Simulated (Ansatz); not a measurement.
`[F][Ga]1[BH][GaH]1`, charge 0, multiplicity 1.

(1) Give a relaxed structure at PBE0-D4/def2-TZVP (Ansatz 0.2.0). (Best estimate.)

## Answers

(1) Ansatz gave: 
```xyz
6

F    -0.0869   -1.5581   -2.6293
Ga   -0.0236   -0.3440   -1.3826
B    -0.3622    0.9976   -0.0056
Ga    0.1322   -0.0985    1.5099
H     0.2315    2.0067   -0.2703
H     0.1090   -1.0037    2.7779
```
